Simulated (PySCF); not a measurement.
Bi(Me)2 (C2H6Bi), SMILES [CH3][Bi+][CH3] (connectivity only; charge and spin as stated), charge +1, multiplicity 1.

Geometry: PBE-D3(BJ)/def2-SVP. The multiplicity is an assumed one; other spin states were not compared. The isomer is the one that the SMILES or the coordinates give; other isomers of the formula were not compared. The def2 effective core potentials stand for the cores of Bi; spin–orbit coupling is left out.

Computed with PBE-D3(BJ)/def2-SVP in PySCF.

Frequencies are harmonic and unscaled.

Problem. List the normal modes with their intensities. (An estimate is asked for; the answer gives what the named calculation found.)

Solution. 
```
mode  ν (cm⁻¹)  IR (km/mol)  moving atoms (share of kinetic energy)
----  --------  -----------  --------------------------------------
1           45          0.7                                  H 95 %
2           69          0.6                                  H 97 %
3          162          0.0                          C 61 %, H 33 %
4          471         13.6                          C 73 %, H 20 %
5          478          6.0                          C 76 %, H 18 %
6          573          2.3                          H 85 %, C 14 %
7          612          0.0                          H 86 %, C 14 %
8          704          5.2                          H 88 %, C 12 %
9          793         15.4                          H 81 %, C 19 %
10        1141          4.1                          H 85 %, C 15 %
11        1153          5.0                          H 85 %, C 15 %
12        1327          7.9                                  H 95 %
13        1327          9.1                                  H 95 %
14        1350         45.3                                  H 95 %
15        1351          8.8                                  H 94 %
16        2950         34.4                                  H 97 %
17        2954         16.5                                  H 97 %
18        3061          0.0                           H 91 %, C 9 %
19        3062          6.3                           H 92 %, C 8 %
20        3128         12.8                          H 90 %, C 10 %
21        3128          3.3                          H 90 %, C 10 %
```
